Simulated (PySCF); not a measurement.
**`InChI=1S/C7H11NS/c1-7-3-4-8(5-7)6-9-2/h3-5H,6H2,1-2H3`**

Geometry:
```json
{"atom": "C1", "x (Å)": "2.692", "y (Å)": "0.916", "z (Å)": "0.250"}
{"atom": "S2", "x (Å)": "2.841", "y (Å)": "-0.823", "z (Å)": "0.740"}
{"atom": "C3", "x (Å)": "1.421", "y (Å)": "-1.511", "z (Å)": "-0.220"}
{"atom": "N4", "x (Å)": "0.173", "y (Å)": "-0.985", "z (Å)": "0.190"}
{"atom": "C5", "x (Å)": "-0.506", "y (Å)": "-1.340", "z (Å)": "1.317"}
{"atom": "C6", "x (Å)": "-1.615", "y (Å)": "-0.551", "z (Å)": "1.424"}
{"atom": "C7", "x (Å)": "-1.615", "y (Å)": "0.335", "z (Å)": "0.319"}
{"atom": "C8", "x (Å)": "-2.641", "y (Å)": "1.373", "z (Å)": "0.017"}
{"atom": "C9", "x (Å)": "-0.496", "y (Å)": "0.045", "z (Å)": "-0.411"}
{"atom": "H10", "x (Å)": "1.708", "y (Å)": "1.284", "z (Å)": "0.527"}
{"atom": "H11", "x (Å)": "3.458", "y (Å)": "1.460", "z (Å)": "0.792"}
{"atom": "H12", "x (Å)": "2.857", "y (Å)": "1.008", "z (Å)": "-0.820"}
{"atom": "H13", "x (Å)": "1.599", "y (Å)": "-1.288", "z (Å)": "-1.274"}
{"atom": "H14", "x (Å)": "1.472", "y (Å)": "-2.587", "z (Å)": "-0.049"}
{"atom": "H15", "x (Å)": "-0.141", "y (Å)": "-2.123", "z (Å)": "1.952"}
{"atom": "H16", "x (Å)": "-2.353", "y (Å)": "-0.592", "z (Å)": "2.201"}
{"atom": "H17", "x (Å)": "-3.603", "y (Å)": "0.909", "z (Å)": "-0.203"}
{"atom": "H18", "x (Å)": "-2.339", "y (Å)": "1.968", "z (Å)": "-0.842"}
{"atom": "H19", "x (Å)": "-2.778", "y (Å)": "2.035", "z (Å)": "0.871"}
{"atom": "H20", "x (Å)": "-0.139", "y (Å)": "0.477", "z (Å)": "-1.326"}
```

Computed with PySCF, GIAO HF/pcSseg-1 magnetisability, rotational g tensor and spin-rotation constants, non-relativistic, gas phase. Geometry: GFN2-xTB.

(1) How diamagnetic is it, and how anisotropic?

(2) Split it along the inertial axes a, b, c into diamagnetic and paramagnetic parts about the centre of mass, with the quadrupole moment.

(3) And the rotational g tensor?

## Answers

(1) Isotropic -1695 × 10⁻³⁰ J/T², or -102.1 × 10⁻⁶ cm³/mol; principal values -2129, -1555, -1401 × 10⁻³⁰ J/T², anisotropy 664 × 10⁻³⁰ J/T² (root of half the summed squared differences of the principal values). The susceptibility is in cgs units.

(2) 
| axis | χ (10⁻⁶ cm³/mol) | diamagnetic (10⁻⁶ cm³/mol) | paramagnetic (10⁻⁶ cm³/mol) | summed x² of all electrons (Å²) | quadrupole Θ (D Å) |
| --- | --- | --- | --- | --- | --- |
| a | -98.6 | -561.6 | 463.0 | 334.3 | -6.99 |
| b | -98.2 | -1598.9 | 1500.7 | 89.8 | +6.77 |
| c | -109.5 | -1799.1 | 1689.5 | 42.6 | +0.22 |

Anisotropies 2χaa − χbb − χcc = +10.6 and 2χbb − χaa − χcc = +11.7 × 10⁻⁶ cm³/mol. Θ is traceless in Buckingham's convention.

(3) 
| axis | rotational constant (GHz) | g | nuclear part | electronic part |
| --- | --- | --- | --- | --- |
| a | 2.9473 | -0.0128 | 0.6283 | -0.6411 |
| b | 0.8123 | -0.0068 | 0.5660 | -0.5727 |
| c | 0.7203 | -0.0009 | 0.5709 | -0.5717 |

Asymmetric top; isotopes 12C, 1H, 14N, 32S; no vibrational averaging.
